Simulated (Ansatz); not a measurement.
Species: BeCl2, charge 0, triplet. This triplet is an excited state, 5.1 eV above the singlet at CCSD(T)/def2-QZVPP (Ansatz, a quantum-chemistry and plane-wave program). BeCl2 (parent SMILES [Cl][Be][Cl], triplet).
B3LYP-D3(BJ)/def2-TZVP minimum from Ansatz:
```xyz
3

Be     0.8016     0.4652     0.9512
Cl     0.8570     0.1587    -1.0180
Cl    -1.0456    -0.2682     0.7942
```
Charge 0, spin multiplicity 3.

Total energies in def2-SVP, 16 correlated electrons, 11 frozen orbitals. Open shells are spin-unrestricted; no spin-orbit coupling. Cores are frozen in correlated methods. No relativity. The spin of BeCl2 (parent SMILES [Cl][Be][Cl], triplet) was assumed, and the state is the lowest solution found for it.

```tsv
method	program	energy (Eh)	minus CCSDTQ (mEh)
HF	Ansatz	-933.30934	314.80
MP2	Ansatz	-933.58720	36.94
CCSD	Ansatz	-933.61535	8.79
CCSD(T)	Ansatz	-933.62245	1.69
CCSDT(Q)	Ansatz	-933.62414	0.00
CCSDTQ	Ansatz	-933.62414	0.00
```

Rough core times of Ansatz's runs on a shared machine: CCSD(T) under 20 s, CCSDT(Q) 70 s, CCSDTQ 2 h.
